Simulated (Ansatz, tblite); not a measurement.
Forces on SiFCl3 (SiCl₃F) at its PBE-D4/def2-SVP geometry. The state is a singlet with charge 0.

The xTB rows come from tblite.

GFN1-xTB (tblite), largest force 0.76 eV/Å:

```xyz
5
positions Å, forces eV/Å
Si    0.041    0.028   -0.038   -0.089   -0.059    0.083
F     1.105    0.741   -1.028   -0.502   -0.337    0.466
Cl    0.413   -1.981   -0.033   -0.033    0.630   -0.072
Cl   -1.842    0.406   -0.736    0.617   -0.060    0.131
Cl    0.282    0.806    1.835    0.006   -0.174   -0.609
```

GFN2-xTB (tblite), largest force 0.81 eV/Å:

```
Si -0.392 -0.263 0.365
F -0.325 -0.218 0.302
Cl -0.059 0.806 -0.078
Cl 0.785 -0.088 0.185
Cl -0.009 -0.237 -0.775
```

PBE0-D4/def2-TZVP (Ansatz), largest force 1.52 eV/Å:

```
Si 0.562 0.378 -0.522
F -0.998 -0.670 0.928
Cl -0.110 0.652 -0.011
Cl 0.614 -0.116 0.215
Cl -0.067 -0.244 -0.610
```
